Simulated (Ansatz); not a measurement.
TiI₄, SMILES [Ti]([I])([I])([I])[I], multiplicity 1.

Geometry: B3LYP-D3(BJ)/def2-SVP. The spin state was assumed, not searched. The isomer is the one that the SMILES or the coordinates give; other isomers of the formula were not compared. The def2 effective core potentials stand for the cores of I; spin–orbit coupling is left out.

Two levels are set side by side: PBE/def2-SVPD (Ansatz, a program for electronic structure) and CAM-B3LYP/def2-SVPD (Ansatz). Energy differences of separate SCF runs at the same geometry; the states with an electron removed or added have multiplicity 2 and 2. Differences are taken from unrounded values.

| quantity | PBE |
|---|---|
| vertical ionisation energy (eV) | 8.84 |
| vertical electron affinity (eV) | 2.32 |
| vertical singlet–triplet gap (eV) | 2.26 |

Question: These are the PBE values. What does CAM-B3LYP give? (An estimate is asked for; the answer gives what the named calculation found.)

Answer: 
| quantity | CAM-B3LYP | PBE minus CAM-B3LYP |
|---|---|---|
| vertical ionisation energy (eV) | 9.50 | -0.65 |
| vertical electron affinity (eV) | 3.45 | -1.13 |
| vertical singlet–triplet gap (eV) | 1.91 | 0.35 |
